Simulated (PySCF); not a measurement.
Molecule: SMILES FC1C[SiH2]C1, C$_{3}$H$_{7}$FSi.

Molfile (atoms numbered from 1):
```
C3H7FSi
     RDKit          3D

 12 12  0  0  0  0  0  0  0  0999 V2000
    1.0294   -1.9270    0.6412 F   0  0  0  0  0  0  0  0  0  0  0  0
    0.3265   -0.7458    0.6589 C   0  0  0  0  0  0  0  0  0  0  0  0
   -0.9177   -0.7376   -0.2405 C   0  0  0  0  0  0  0  0  0  0  0  0
   -0.5670    1.1093   -0.5144 Si  0  0  0  0  0  4  0  0  0  0  0  0
    1.1047    0.4579    0.1095 C   0  0  0  0  0  0  0  0  0  0  0  0
    0.0328   -0.5571    1.7081 H   0  0  0  0  0  0  0  0  0  0  0  0
   -0.6876   -1.2818   -1.1722 H   0  0  0  0  0  0  0  0  0  0  0  0
   -1.8455   -1.1385    0.1879 H   0  0  0  0  0  0  0  0  0  0  0  0
   -1.2743    2.0296    0.4247 H   0  0  0  0  0  0  0  0  0  0  0  0
   -0.6491    1.6558   -1.9005 H   0  0  0  0  0  0  0  0  0  0  0  0
    1.7593    0.9905    0.8114 H   0  0  0  0  0  0  0  0  0  0  0  0
    1.7003    0.1295   -0.7590 H   0  0  0  0  0  0  0  0  0  0  0  0
  1  2  1  0
  2  3  1  0
  3  4  1  0
  4  5  1  0
  5  2  1  0
  2  6  1  0
  3  7  1  0
  3  8  1  0
  4  9  1  0
  4 10  1  0
  5 11  1  0
  5 12  1  0
M  END
```

Geometry PBE0-D3(BJ)/def2-SVP throughout; GIAO in PySCF, gas phase, one conformer, non-relativistic; equivalent atoms averaged; basis pcSseg-2.

For orientation, B97-D gives these absolute shieldings σ: F1 308.7, C2 86.1, C3/C5 155.7, Si4 401.9, H6 26.26, H10 27.00, H9 27.23, H8/H11 29.63, H7/H12 29.86 ppm.

A run gave: F1 343.9, C2 99.2, C3/C5 167.3, Si4 407.7, H6 26.48, H10 27.01, H9 27.20, H8/H11 29.68, H7/H12 29.83 ppm (absolute shieldings σ).

**Question.** Which functional was used in that run?
A. WP04
B. PBE0
C. LC-wPBE
D. BHandHLYP

**Answer.** C. C3/C5 tells them apart best: LC-wPBE gives 167.3, BHandHLYP gives 162.6, WP04 gives 147.8, PBE0 gives 162.1 ppm.
